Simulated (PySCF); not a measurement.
## Calculated data, GeH₃OSi, CH₆BGeSi, CH₅ClGeN, BGeH₅NO and others

All values are calculated (PySCF 2.14.0). Calculation on a computer-drawn molecule: optimised geometry and harmonic frequencies of an isolated molecule of the commonest isotopes, restricted reference for singlets and unrestricted otherwise, frozen core in MP2; on germanium a core potential holds 10 electrons, which the energies leave out, and 3d is frozen in MP2 and coupled-cluster steps.

Common to all runs: method HF.

```json
{"entry": 1, "formula": "GeH3OSi", "start_structure": {"atoms_angstrom": [["O", -1.6008, 1.6415, 2.588], ["Si", -0.9251, 0.6442, 1.6482], ["Ge", 0.5505, -0.8794, 2.3925], ["H", -1.4421, 0.9506, 0.1576], ["H", 1.7816, -0.3391, 1.2981], ["H", 0.1681, -2.091, 1.2732]]}, "given": {"charge": -1, "multiplicity": 1, "basis": "aug-cc-pV(D+d)Z", "basis_and_core_potential_on_germanium": "aug-cc-pVDZ-PP ECP10MDF", "drawn_bonds_atom": [1, 2, 2, 3, 3], "drawn_bonds_other_atom": [2, 3, 4, 5, 6], "drawn_bonds_order": [2, 1, 1, 1, 1]}, "results": {"optimised_atom_element": ["O", "Si", "Ge", "H", "H", "H"], "optimised_atom_x [angstrom]": [-1.043, -0.965, 0.4067, -2.146, 1.808, 0.4712], "optimised_atom_y [angstrom]": [2.165, 0.7186, -1.189, 0.3132, -0.4606, -1.62], "optimised_atom_z [angstrom]": [2.099, 1.603, 2.122, 0.7365, 2.207, 0.5905], "modes_frequency [cm^-1]": [163.6, 207.2, 289.2, 383.6, 604.9, 635.2, 931.6, 943.2, 1210, 1903, 1952, 2073], "modes_reduced_mass [dalton]": [2.029, 2.813, 4.334, 1.162, 1.186, 1.258, 1.104, 1.027, 17.36, 1.02, 1.02, 1.041], "rotational_constants [GHz]": [30.59, 2.072, 1.972], "total_energy [hartree]": -658.9559, "convergence_status_largest_gradient_component [hartree/bohr]": 1.617e-05}}
{"entry": 2, "formula": "CH6BGeSi", "start_structure": {"atoms_angstrom": [["B", -0.4001, 1.1405, 2.7809], ["Ge", 0.4236, 0.1642, 1.1486], ["Si", 0.2198, -1.7237, -0.4006], ["C", 1.58, -1.7208, -1.566], ["H", -1.0869, 2.0776, 2.5557], ["H", -0.0237, 0.8223, 3.8708], ["H", 1.6721, 0.8838, 0.8667], ["H", -1.0226, -2.4563, -0.1202], ["H", 2.343, -0.875, -1.4575], ["H", 1.719, -2.3798, -2.2942]]}, "given": {"charge": 1, "multiplicity": 1, "basis": "cc-pV(D+d)Z", "basis_and_core_potential_on_germanium": "cc-pVDZ-PP ECP10MDF", "drawn_bonds_atom": [1, 2, 3, 1, 1, 2, 3, 4, 4], "drawn_bonds_other_atom": [2, 3, 4, 5, 6, 7, 8, 9, 10], "drawn_bonds_order": [1, 1, 2, 1, 1, 1, 1, 1, 1]}, "results": {"optimised_atom_element": ["B", "Ge", "Si", "C", "H", "H", "H", "H", "H", "H"], "optimised_atom_x [angstrom]": [-0.412, 0.6556, 0.2396, 1.491, -1.237, -0.1586, 1.943, -0.9401, 2.322, 1.521], "optimised_atom_y [angstrom]": [1.062, 0.2939, -1.53, -1.664, 1.89, 0.646, 1.016, -2.374, -0.9673, -2.439], "optimised_atom_z [angstrom]": [2.724, 1.11, -0.2781, -1.443, 2.504, 3.809, 0.7302, -0.1011, -1.469, -2.203], "modes_frequency [cm^-1]": [57.33, 103.0, 187.9, 204.2, 278.0, 384.2, 453.0, 545.7, 615.7, 636.5, 723.1, 732.4, 858.1, 960.1, 969.0, 979.9, 1210, 1512, 2275, 2428, 2741, 2868, 3305, 3405], "modes_reduced_mass [dalton]": [3.403, 3.383, 3.947, 1.09, 1.18, 8.835, 1.027, 4.909, 1.053, 1.137, 1.102, 1.1, 1.291, 1.341, 1.242, 3.747, 1.116, 1.179, 1.021, 1.044, 1.044, 1.133, 1.058, 1.114], "rotational_constants [GHz]": [12.57, 1.729, 1.541], "total_energy [hartree]": -648.0159, "convergence_status_largest_gradient_component [hartree/bohr]": 2.053e-05}}
{"entry": 3, "formula": "CH5ClGeN", "start_structure": {"atoms_angstrom": [["C", 0.0003, -1.3153, 1.4142], ["Ge", 0.1402, -0.4172, -0.2823], ["N", 0.3311, 1.389, 0.0482], ["Cl", -1.7196, -0.5365, -1.3085], ["H", -0.298, -0.8224, 2.3117], ["H", 0.1389, -2.4121, 1.4957], ["H", 1.1861, -1.0463, -1.1965], ["H", 0.2132, 1.9563, -0.7217], ["H", 1.0826, 1.6786, 0.5506]]}, "given": {"charge": 0, "multiplicity": 2, "basis": "cc-pV(D+d)Z", "basis_and_core_potential_on_germanium": "cc-pVDZ-PP ECP10MDF", "drawn_bonds_atom": [1, 2, 2, 1, 1, 2, 3, 3], "drawn_bonds_other_atom": [2, 3, 4, 5, 6, 7, 8, 9], "drawn_bonds_order": [1, 1, 1, 1, 1, 1, 1, 1]}, "results": {"optimised_atom_element": ["C", "Ge", "N", "Cl", "H", "H", "H", "H", "H"], "optimised_atom_x [angstrom]": [0.003595, 0.1266, 0.3227, -1.763, -0.4394, 0.2767, 1.151, 0.2126, 1.184], "optimised_atom_y [angstrom]": [-1.329, -0.3959, 1.39, -0.54, -0.857, -2.374, -1.031, 1.972, 1.639], "optimised_atom_z [angstrom]": [1.419, -0.2501, 0.07043, -1.332, 2.29, 1.517, -1.189, -0.7424, 0.5283], "modes_frequency [cm^-1]": [132.8, 139.9, 178.0, 226.0, 242.9, 412.7, 527.4, 602.2, 680.1, 722.4, 732.4, 804.3, 886.6, 966.5, 1475, 1693, 2243, 3276, 3390, 3732, 3826], "modes_reduced_mass [dalton]": [1.048, 1.223, 3.905, 3.835, 2.303, 28.25, 1.374, 1.311, 4.682, 1.158, 3.843, 1.074, 1.168, 1.154, 1.133, 1.098, 1.02, 1.052, 1.117, 1.051, 1.094], "rotational_constants [GHz]": [5.226, 2.828, 2.141], "total_energy [hartree]": -848.1313, "spin_squared": 0.7615, "convergence_status_largest_gradient_component [hartree/bohr]": 2.295e-05}}
{"entry": 4, "formula": "BGeH5NO", "start_structure": {"atoms_angstrom": [["B", -0.9966, -1.1142, 1.9437], ["Ge", -0.4221, -0.7076, 0.0014], ["N", 1.1408, -0.5075, -0.7623], ["O", -1.6727, -0.5522, -1.1197], ["H", -2.1622, -1.2393, 2.0718], ["H", -0.2567, -1.0709, 2.7771], ["H", 1.3749, -0.3586, -1.6929], ["H", 2.0302, -0.5862, -0.203], ["H", -1.652, -0.3313, -2.0673]]}, "given": {"charge": 1, "multiplicity": 1, "basis": "cc-pVDZ", "basis_and_core_potential_on_germanium": "cc-pVDZ-PP ECP10MDF", "drawn_bonds_atom": [1, 2, 2, 1, 1, 3, 3, 4], "drawn_bonds_other_atom": [2, 3, 4, 5, 6, 7, 8, 9], "drawn_bonds_order": [1, 1, 1, 1, 1, 1, 1, 1]}, "results": {"optimised_atom_element": ["B", "Ge", "N", "O", "H", "H", "H", "H", "H"], "optimised_atom_x [angstrom]": [-1.009, -0.4378, 1.149, -1.721, -1.284, -1.035, 1.337, 1.977, -1.593], "optimised_atom_y [angstrom]": [-1.083, -0.665, -0.6824, -0.2492, -2.209, -0.1661, -0.4662, -0.9105, -0.03699], "optimised_atom_z [angstrom]": [1.931, -0.04103, -0.75, -1.095, 2.178, 2.682, -1.714, -0.2284, -2.014], "modes_frequency [cm^-1]": [87.51, 151.0, 180.2, 252.7, 384.3, 448.9, 455.7, 529.5, 717.2, 820.8, 835.6, 871.7, 928.7, 956.7, 1212, 1673, 2770, 2913, 3750, 3861, 4100], "modes_reduced_mass [dalton]": [1.036, 3.603, 4.39, 3.649, 1.065, 1.142, 1.133, 5.169, 1.212, 2.991, 1.419, 6.545, 1.315, 1.321, 1.112, 1.114, 1.042, 1.138, 1.05, 1.101, 1.068], "rotational_constants [GHz]": [6.74, 5.135, 2.993], "total_energy [hartree]": -450.0534, "convergence_status_largest_gradient_component [hartree/bohr]": 3.186e-05}}
{"entry": 5, "formula": "AlGeH2O2", "start_structure": {"atoms_angstrom": [["O", 0.7365, 0.5261, -1.6665], ["Ge", 1.3146, -0.5792, -0.7849], ["Al", 1.5971, 0.0502, 1.6431], ["O", 1.7979, 0.7195, 3.0752], ["H", 1.7327, -2.1321, -1.1731], ["H", 1.8264, 1.0752, 3.9647]]}, "given": {"charge": 1, "multiplicity": 1, "basis": "cc-pV(D+d)Z", "basis_and_core_potential_on_germanium": "cc-pVDZ-PP ECP10MDF", "drawn_bonds_atom": [1, 2, 3, 2, 4], "drawn_bonds_other_atom": [2, 3, 4, 5, 6], "drawn_bonds_order": [2, 1, 1, 1, 1]}, "results": {"optimised_atom_element": ["O", "Ge", "Al", "O", "H", "H"], "optimised_atom_x [angstrom]": [0.7625, 1.353, 1.647, 1.753, 1.707, 1.783], "optimised_atom_y [angstrom]": [0.6338, -0.7373, 0.02523, 0.6992, -2.13, 1.168], "optimised_atom_z [angstrom]": [-1.395, -0.7959, 1.6, 3.047, -1.261, 3.864], "modes_frequency [cm^-1]": [41.96, 128.2, 154.7, 266.9, 366.5, 377.5, 477.0, 696.6, 1067, 1086, 2318, 4229], "modes_reduced_mass [dalton]": [8.236, 8.229, 12.22, 19.46, 1.143, 1.137, 1.123, 1.062, 17.53, 11.14, 1.022, 1.073], "rotational_constants [GHz]": [13.87, 1.499, 1.353], "total_energy [hartree]": -685.9280, "convergence_status_largest_gradient_component [hartree/bohr]": 2.167e-05}}
```
